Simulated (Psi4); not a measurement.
Br4Sn (SMILES [Br][Sn]([Br])([Br])[Br]), singlet, geometry from GFN2-xTB (such geometries of metal compounds can be far from the true shape) (all electrons, no relativity); HF/STO-3G (Psi4).

Here is a job for Psi4.
```
memory 2 GB

molecule mol {
0 1
  Br   -0.911861    2.255196   -0.770926
  Sn   -0.000000    0.000000    0.000000
  Br   -1.756461   -1.808170   -0.396347
  Br    0.557732    0.113383    2.487530
  Br    2.110590   -0.560409   -1.320257
}

set basis sto-3g
set reference rhf
set scf_type pk
set ints_tolerance 1e-8

energy('scf')
print_variables()
```

The log (banner, timings and long lists left out):

```
   => Loading Basis Set <=

    Name: STO-3G
    Role: ORBITAL
    Keyword: BASIS

         ---------------------------------------------------------
                                   SCF
               by Justin Turney, Rob Parrish, Andy Simmonett
                          and Daniel G. A. Smith
                              RHF Reference
         ---------------------------------------------------------

  ==> Geometry <==

    Molecular point group: c1
    Full point group: C1

    Geometry (in Angstrom), charge = 0, multiplicity = 1:

       Center              X                  Y                   Z               Mass
    ------------   -----------------  -----------------  -----------------  -----------------
         BR          -0.911861000000     2.255196000000    -0.770926000000    78.918337600000
         SN          -0.000000000000    -0.000000000000     0.000000000000   119.902201630000
         BR          -1.756461000000    -1.808170000000    -0.396347000000    78.918337600000
         BR           0.557732000000     0.113383000000     2.487530000000    78.918337600000
         BR           2.110590000000    -0.560409000000    -1.320257000000    78.918337600000

  Running in c1 symmetry.

  Rotational constants: A =      0.01230  B =      0.01230  C =      0.01230 [cm^-1]
  Rotational constants: A =    368.78604  B =    368.78598  C =    368.78595 [MHz]
  Nuclear repulsion = 2384.988611957369812

  Charge       = 0
  Multiplicity = 1
  Electrons    = 190
  Nalpha       = 95
  Nbeta        = 95

  ==> Algorithm <==

  SCF Algorithm Type is PK.
  DIIS enabled.
  MOM disabled.
  Fractional occupation disabled.
  Guess Type is SAD.
  Energy threshold   = 1.00e-06
  Density threshold  = 1.00e-06
  Integral threshold = 1.00e-08

  ==> Primary Basis <==

  Basis Set: STO-3G
    Blend: STO-3G
    Number of shells: 43
    Number of basis functions: 99
    Number of Cartesian functions: 105
    Spherical Harmonics?: true
    Max angular momentum: 2

  ==> Integral Setup <==

  Using in-core PK algorithm.
   Calculation information:
      Number of atoms:                   5
      Number of AO shells:              43
      Number of primitives:            129
      Number of atomic orbitals:       105
      Number of basis functions:        99

      Integral cutoff                 1.00e-08
      Number of threads:                 1

  Performing in-core PK
  Using 24507450 doubles for integral storage.
  We computed 94855 shell quartets total.
  Whereas there are 447931 unique shell quartets.

  ==> DiskJK: Disk-Based J/K Matrices <==

    J tasked:                  Yes
    K tasked:                  Yes
    wK tasked:                  No
    Schwarz Cutoff:          1E-08

  Minimum eigenvalue in the overlap matrix is 3.3522396175E-01.
  Reciprocal condition number of the overlap matrix is 1.9201237723E-01.
    Using symmetric orthogonalization.

  ==> Pre-Iterations <==

  SCF Guess: Superposition of Atomic Densities via on-the-fly atomic UHF (no occupation information).

   -------------------------
    Irrep   Nso     Nmo
   -------------------------
     A         99      99
   -------------------------
    Total      99      99
   -------------------------

  ==> Iterations <==

                        Total Energy        Delta E     RMS |[F,P]|

   @RHF iter SAD: -16134.23318461761846   -1.61342e+04   0.00000e+00
   @RHF iter   1: -16142.19102514744554   -7.95784e+00   3.32073e-03 ADIIS/DIIS
   @RHF iter   2: -16142.22871079072866   -3.76856e-02   3.51318e-04 ADIIS/DIIS
   @RHF iter   3: -16142.22975591356226   -1.04512e-03   5.91729e-05 DIIS
   @RHF iter   4: -16142.22981637918565   -6.04656e-05   1.56886e-05 DIIS
   @RHF iter   5: -16142.22982116343883   -4.78425e-06   1.84990e-06 DIIS
   @RHF iter   6: -16142.22982123805195   -7.46131e-08   2.23549e-07 DIIS
  Energy and wave function converged.

  ==> Post-Iterations <==

    Orbital Energies [Eh]
    ---------------------

    Doubly Occupied:

       1A   -1030.027541     2A   -484.459312     3A   -484.459312
       4A   -484.459312     5A   -484.459311     6A   -153.658076
       7A   -145.487649     8A   -145.487649     9A   -145.487649
      10A    -63.187895    11A    -63.187748    12A    -63.187748
      13A    -63.187748    14A    -57.737522    15A    -57.737519
      16A    -57.737519    17A    -57.737519    18A    -57.735521
      19A    -57.735520    20A    -57.735520    21A    -57.735520
      22A    -57.735520    23A    -57.735520    24A    -57.735519
      25A    -57.735519    26A    -29.734822    27A    -26.716949
      28A    -26.716949    29A    -26.716949    30A    -18.319205
      31A    -18.319205    32A    -18.319079    33A    -18.319079
      34A    -18.319079    35A     -9.138837    36A     -9.138734
      37A     -9.138734    38A     -9.138734    39A     -6.889560
      40A     -6.889224    41A     -6.889224    42A     -6.889224
      43A     -6.878256    44A     -6.878256    45A     -6.878256
      46A     -6.878195    47A     -6.878195    48A     -6.878195
      49A     -6.878154    50A     -6.878154    51A     -4.947464
      52A     -3.699921    53A     -3.699921    54A     -3.699921
      55A     -2.245213    56A     -2.245021    57A     -2.245021
      58A     -2.245021    59A     -2.241345    60A     -2.241345
      61A     -2.241345    62A     -2.241255    63A     -2.241255
      64A     -2.241255    65A     -2.241252    66A     -2.241252
      67A     -2.230416    68A     -2.230416    69A     -2.230416
      70A     -2.230416    71A     -2.230416    72A     -2.230416
      73A     -2.230416    74A     -2.230415    75A     -1.026529
      76A     -1.026528    77A     -1.026528    78A     -1.019423
      79A     -1.019423    80A     -0.897986    81A     -0.859919
      82A     -0.859919    83A     -0.859919    84A     -0.522267
      85A     -0.409304    86A     -0.409304    87A     -0.409303
      88A     -0.342415    89A     -0.342415    90A     -0.337484
      91A     -0.337484    92A     -0.337484    93A     -0.330131
      94A     -0.330131    95A     -0.330131

    Virtual:

      96A      0.149474    97A      0.245549    98A      0.245549
      99A      0.245550

    Final Occupation by Irrep:
              A
    DOCC [    95 ]
    NA   [    95 ]
    NB   [    95 ]

  @RHF Final Energy: -16142.22982123805195

   => Energetics <=

    Nuclear Repulsion Energy =           2384.9886119573698124
    One-Electron Energy =              -27258.3858027494825365
    Two-Electron Energy =                8731.1673695540594053
    Total Energy =                     -16142.2298212380519544

Computation Completed

Properties will be evaluated at   0.000000,   0.000000,   0.000000 [a0]

Properties computed using the SCF density matrix

 Multipole Moments:

 ------------------------------------------------------------------------------------
     Multipole            Electronic (a.u.)      Nuclear  (a.u.)        Total (a.u.)
 ------------------------------------------------------------------------------------

 L = 1.  Multiply by 2.5417464519 to convert [e a0] to [Debye]
 Dipole X            :         -0.0000002           -0.0000000           -0.0000002
 Dipole Y            :         -0.0000013            0.0000000           -0.0000013
 Dipole Z            :         -0.0000011           -0.0000000           -0.0000011
 Magnitude           :                                                    0.0000017

 ------------------------------------------------------------------------------------

  Variable Map:
  ----------------------------------------------------------------------------
  "CURRENT ENERGY"           =>  -16142.229821238052
  "CURRENT REFERENCE ENERGY" =>  -16142.229821238052
  "DD SOLVATION ENERGY"      =>       0.000000000000
  "HF KINETIC ENERGY"        =>   16140.786388852544
  "HF POTENTIAL ENERGY"      =>  -32283.016210090595
  "HF TOTAL ENERGY"          =>  -16142.229821238052
  "HF VIRIAL RATIO"          =>       2.000089427637
  "NUCLEAR REPULSION ENERGY" =>    2384.988611957370
  "ONE-ELECTRON ENERGY"      =>  -27258.385802749483
  "PCM POLARIZATION ENERGY"  =>       0.000000000000
  "PE ENERGY"                =>       0.000000000000
  "SCF ITERATION ENERGY"     =>  -16142.229821238052
  "SCF ITERATIONS"           =>       6.000000000000
  "SCF TOTAL ENERGY"         =>  -16142.229821238052
  "TWO-ELECTRON ENERGY"      =>    8731.167369554059

  Array Variable Map:
  ----------------------------------------------------------------------------
  "CURRENT DIPOLE"           =>      -0.000000199025 ... -0.000001068306 1 by 3
  "SCF DIPOLE"               =>      -0.000000199025 ... -0.000001068306 1 by 3
  "SCF TOTAL ENERGIES"       =>  -16134.233184617618 ... -16142.229821238052 1 by 7
```
